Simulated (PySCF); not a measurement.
PySCF input for GaH2, SMILES [GaH2+], charge +1, ADC(2)/aug-cc-pVDZ. The structure is a stationary point at B3LYP-D3(BJ)/def2-TZVPD. The spin state was assumed, not searched. The isomer is the one that the SMILES or the coordinates give; other isomers of the formula were not compared.

```python
import numpy as np
from pyscf import gto, scf, dft, adc

mol = gto.M(
    atom='''
    Ga    0.00000000    0.00000000    0.00000000
    H     0.00000000    0.00000000   -1.53012527
    H     0.00000000    0.00000000    1.53012527
    ''',
    basis='aug-cc-pVDZ',
    charge=1,
    spin=0,
    max_memory=1600,
    verbose=4,
)
mf = scf.RHF(mol)
mf.conv_tol = 1e-10
mf.max_cycle = 100
mf.kernel()
res = {}
for kind, nroots in (('ee', 6), ('ip', 6), ('ea', 2)):
    a = adc.ADC(mf).density_fit('aug-cc-pvdz-ri')
    a.method, a.method_type = 'adc(2)', kind
    e, v, p, x = a.kernel(nroots=nroots)
    res[kind] = (e * 27.211386245988, p)
for kind, (e, p) in res.items():
    print(kind, 'energies / eV', np.round(e, 3), 'strengths', np.round(p, 4))
```

Output:

```
PySCF version 2.14.0

[INPUT] verbose = 4
[INPUT] num. atoms = 3
[INPUT] num. electrons = 32
[INPUT] charge = 1
[INPUT] spin (= nelec alpha-beta = 2S) = 0
[INPUT] symmetry False subgroup None
[INPUT] Mole.unit = angstrom
[INPUT] Symbol           X                Y                Z      unit          X                Y                Z       unit  Magmom
[INPUT]  1 Ga     0.000000000000   0.000000000000   0.000000000000 AA    0.000000000000   0.000000000000   0.000000000000 Bohr   0.0
[INPUT]  2 H      0.000000000000   0.000000000000  -1.530125270000 AA    0.000000000000   0.000000000000  -2.891517696576 Bohr   0.0
[INPUT]  3 H      0.000000000000   0.000000000000   1.530125270000 AA    0.000000000000   0.000000000000   2.891517696576 Bohr   0.0

nuclear repulsion = 21.6149463909579
number of shells = 19
number of NR pGTOs = 108
number of NR cGTOs = 54
basis = aug-cc-pVDZ
ecp = {}


[settings echo left out]
init E= -1923.64953254505
  HOMO = -0.364952874160076  LUMO = -0.00888291962357993  gap/eV = 9.68916
cycle= 1 E= -1924.05797813003  delta_E= -0.408  |g|= 0.224  |ddm|=  1.1
  HOMO = -0.737149517191221  LUMO = -0.219591836947978  gap/eV = 14.08346
cycle= 2 E= -1924.08541889283  delta_E= -0.0274  |g|= 0.058  |ddm|= 0.388
  HOMO = -0.721246063661144  LUMO = -0.196766199905735  gap/eV = 14.27182
cycle= 3 E= -1924.08702679365  delta_E= -0.00161  |g|= 0.0145  |ddm|= 0.112
  HOMO = -0.71980463008514  LUMO = -0.194315152546215  gap/eV = 14.29930
cycle= 4 E= -1924.08714562295  delta_E= -0.000119  |g|= 0.00179  |ddm|= 0.0338
  HOMO = -0.720064487446506  LUMO = -0.194561166280929  gap/eV = 14.29967
cycle= 5 E= -1924.08714729693  delta_E= -1.67e-06  |g|= 0.000145  |ddm|= 0.00589
  HOMO = -0.720122573795661  LUMO = -0.19458774396614  gap/eV = 14.30053
cycle= 6 E= -1924.08714730927  delta_E= -1.23e-08  |g|= 1.21e-05  |ddm|= 0.000474
  HOMO = -0.720123942098269  LUMO = -0.194591762114945  gap/eV = 14.30046
cycle= 7 E= -1924.08714730936  delta_E= -8.23e-11  |g|= 8.82e-07  |ddm|= 3.32e-05
  HOMO = -0.720124088118224  LUMO = -0.19459183099161  gap/eV = 14.30046
Extra cycle  E= -1924.08714730936  delta_E= -2.27e-12  |g|= 2.23e-07  |ddm|= 2.36e-06
converged SCF energy = -1924.08714730936

******** <class 'pyscf.adc.radc.RADC'> ********
******** ADC Orbital Information ********
Number of Frozen Occupied Orbitals: 0
Number of Frozen Virtual Orbitals: 0
Number of Active Occupied Orbitals: 16
Number of Active Virtual Orbitals: 38
*****************************************
******** <class 'pyscf.df.df.DF'> ********
auxbasis = aug-cc-pvdz-ri
Reference correlation energy (doubles): -0.08261203
MP2 correlation energy of reference state (a.u.) = -0.08261203

******** <class 'pyscf.adc.radc_ee.RADCEE'> ********
max_space = 12
max_cycle = 50
conv_tol = 1e-08

*************************************************************
        ADC calculation summary (singlet states only)
*************************************************************
adc(2) root 0  |  Energy (Eh) =   0.2571442899  |  Energy (eV) =   6.99725253  |  Osc. strength = 0.00000000  |  conv = True
adc(2) root 1  |  Energy (Eh) =   0.2571442899  |  Energy (eV) =   6.99725253  |  Osc. strength = 0.00000000  |  conv = True
adc(2) root 2  |  Energy (Eh) =   0.3804462228  |  Energy (eV) =  10.35246903  |  Osc. strength = 1.11952136  |  conv = True
adc(2) root 3  |  Energy (Eh) =   0.4076937648  |  Energy (eV) =  11.09391241  |  Osc. strength = 0.54358178  |  conv = True
adc(2) root 4  |  Energy (Eh) =   0.4076937648  |  Energy (eV) =  11.09391241  |  Osc. strength = 0.54358178  |  conv = True
adc(2) root 5  |  Energy (Eh) =   0.4524697623  |  Energy (eV) =  12.31232936  |  Osc. strength = 0.03296948  |  conv = True

******** <class 'pyscf.adc.radc.RADC'> ********
******** ADC Orbital Information ********
Number of Frozen Occupied Orbitals: 0
Number of Frozen Virtual Orbitals: 0
Number of Active Occupied Orbitals: 16
Number of Active Virtual Orbitals: 38
*****************************************
******** <class 'pyscf.df.df.DF'> ********
auxbasis = aug-cc-pvdz-ri
Reference correlation energy (doubles): -0.08261203
MP2 correlation energy of reference state (a.u.) = -0.08261203

******** <class 'pyscf.adc.radc_ip.RADCIP'> ********
max_space = 12
max_cycle = 50
conv_tol = 1e-08

*************************************************************
        ADC calculation summary (doublet states only)
*************************************************************
adc(2) root 0  |  Energy (Eh) =   0.7154418470  |  Energy (eV) =  19.46816427  |  Spec. factor = 1.90158744  |  conv = True
adc(2) root 1  |  Energy (Eh) =   0.8265721492  |  Energy (eV) =  22.49217383  |  Spec. factor = 1.88753922  |  conv = True
adc(2) root 2  |  Energy (Eh) =   1.2456561697  |  Energy (eV) =  33.89603088  |  Spec. factor = 0.00038052  |  conv = True
adc(2) root 3  |  Energy (Eh) =   1.2456561697  |  Energy (eV) =  33.89603088  |  Spec. factor = 0.00038052  |  conv = True
adc(2) root 4  |  Energy (Eh) =   1.3124143039  |  Energy (eV) =  35.71261224  |  Spec. factor = 0.30004041  |  conv = True
adc(2) root 5  |  Energy (Eh) =   1.3438713503  |  Energy (eV) =  36.56860208  |  Spec. factor = 0.00113456  |  conv = True

******** <class 'pyscf.adc.radc.RADC'> ********
******** ADC Orbital Information ********
Number of Frozen Occupied Orbitals: 0
Number of Frozen Virtual Orbitals: 0
Number of Active Occupied Orbitals: 16
Number of Active Virtual Orbitals: 38
*****************************************
******** <class 'pyscf.df.df.DF'> ********
auxbasis = aug-cc-pvdz-ri
Reference correlation energy (doubles): -0.08261203
MP2 correlation energy of reference state (a.u.) = -0.08261203

******** <class 'pyscf.adc.radc_ea.RADCEA'> ********
max_space = 12
max_cycle = 50
conv_tol = 1e-08

*************************************************************
        ADC calculation summary (doublet states only)
*************************************************************
adc(2) root 0  |  Energy (Eh) =  -0.2171482468  |  Energy (eV) =  -5.90890477  |  Spec. factor = 1.94661294  |  conv = True
adc(2) root 1  |  Energy (Eh) =  -0.2171482468  |  Energy (eV) =  -5.90890477  |  Spec. factor = 1.94661294  |  conv = True
ee energies / eV [ 6.997  6.997 10.352 11.094 11.094 12.312] strengths [0.     0.     1.1195 0.5436 0.5436 0.033 ]
ip energies / eV [19.468 22.492 33.896 33.896 35.713 36.569] strengths [1.9016e+00 1.8875e+00 4.0000e-04 4.0000e-04 3.0000e-01 1.1000e-03]
ea energies / eV [-5.909 -5.909] strengths [1.9466 1.9466]
```

The calculation finished and met its thresholds.
